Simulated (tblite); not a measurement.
Species: C4H6O2Si.
Structure used (GFN2-xTB), in Å, numbered top down from 1:
```xyz
13
C4H6O2Si angstrom
C     -1.5134    2.8366    1.4330
C     -1.4950    1.7815    0.8576
Si    -1.5248    0.1583   -0.0250
O      0.1148   -0.1035   -0.1956
C      0.6241   -1.1731   -0.7888
C      2.1280   -1.1600   -0.8090
O     -0.0643   -2.0430   -1.2511
H     -1.5169    3.7608    1.9366
H     -2.1336    0.2755   -1.3466
H     -2.0961   -0.8954    0.8083
H      2.5005   -1.1158    0.2122
H      2.4997   -2.0518   -1.3045
H      2.4727   -0.2697   -1.3308
```

Method: GFN2-xTB as coded in tblite; computed harmonic values from a numerical Hessian at the method's own geometry, unscaled. Against measured fundamentals such values can be off by several per cent, at times by over 20. Modes of hydrogen on silicon can be 10 to 20 % off. One conformer, not necessarily the lowest.

Harmonic wavenumbers (cm⁻¹): 40.9, 63.2, 67.8, 107.2, 134.7, 216.7, 284.1, 360.0, 498.9, 561.9, 593.0, 619.5, 657.5, 683.7, 684.2, 740.1, 764.7, 768.1, 962.1, 1003.8, 1010.5, 1228.1, 1364.8, 1443.1, 1444.7, 1768.3, 2215.0, 2274.1, 2290.4, 3027.4, 3034.5, 3063.9, 3354.6.

A = 5578, B = 1139, C = 962.2 MHz; mass 114.014 u (most abundant isotopes); point group Cs, symmetry number 1.

Problem. Zero-point energy?

Solution. Half the sum of the wavenumbers: 18666 cm⁻¹ = 223.29 kJ/mol.

Problem. What is S at 200 K and 1 bar for an ideal gas of classical rigid rotors and harmonic oscillators?

Solution. Translation 159.63, rotation 113.66, vibration 83.90: S = 357.2 J/(mol K).

Problem. And Cp and H(200 K) − H(0)?

Solution. Cp = 109.92 J/(mol K), of which vibrations give 76.66 (their classical limit is 33 R = 274.4); H(200 K) − H(0) = 15.14 kJ/mol without the zero-point energy, 8.49 from vibrations.

Problem. What must be added to the electronic energy to get the Gibbs energy at 200 K and 1 bar?

Solution. ZPE + [H(200 K) − H(0)] − T·S = 223.29 + 15.14 − 71.44 = 166.99 kJ/mol.

Problem. How do the functions run with temperature in this model?

Solution. 
```json
{"T (K)": "50", "S (J/(mol K))": "245.6", "Cp (J/(mol K))": "60.6", "H − H(0) (kJ/mol)": "2.26", "G − H(0) (kJ/mol)": "-10.02", "ln q(vib)": "0.77"}
{"T (K)": "100", "S (J/(mol K))": "293.5", "Cp (J/(mol K))": "78.3", "H − H(0) (kJ/mol)": "5.77", "G − H(0) (kJ/mol)": "-23.58", "ln q(vib)": "2.26"}
{"T (K)": "298.15", "S (J/(mol K))": "407.0", "Cp (J/(mol K))": "141.0", "H − H(0) (kJ/mol)": "27.49", "G − H(0) (kJ/mol)": "-93.86", "ln q(vib)": "7.40"}
{"T (K)": "373.15", "S (J/(mol K))": "440.9", "Cp (J/(mol K))": "160.9", "H − H(0) (kJ/mol)": "38.83", "G − H(0) (kJ/mol)": "-125.68", "ln q(vib)": "9.15"}
{"T (K)": "500", "S (J/(mol K))": "491.8", "Cp (J/(mol K))": "187.2", "H − H(0) (kJ/mol)": "61.00", "G − H(0) (kJ/mol)": "-184.91", "ln q(vib)": "11.95"}
{"T (K)": "750", "S (J/(mol K))": "575.0", "Cp (J/(mol K))": "222.6", "H − H(0) (kJ/mol)": "112.56", "G − H(0) (kJ/mol)": "-318.66", "ln q(vib)": "16.95"}
{"T (K)": "1000", "S (J/(mol K))": "642.4", "Cp (J/(mol K))": "245.6", "H − H(0) (kJ/mol)": "171.28", "G − H(0) (kJ/mol)": "-471.09", "ln q(vib)": "21.35"}
```

q(vib) and H(0) count from the zero-point level.

Problem. Blend soft modes into free rotors: weight 1/[1 + (100 cm⁻¹/ν̃)⁴] for the oscillator and the rest for a rotor with moment μB/(μ + B), μ = h/(8π²ν), B = 10⁻⁴⁴ kg m². What vibrational entropy results?

Solution. 74.98 J/(mol K) in place of 83.90, which changes −T·S at 200 K by +1.78 kJ/mol.

Hindered rotation and anharmonicity are outside this model. Other conformers, if any are populated, would add a mixing term that is left out.
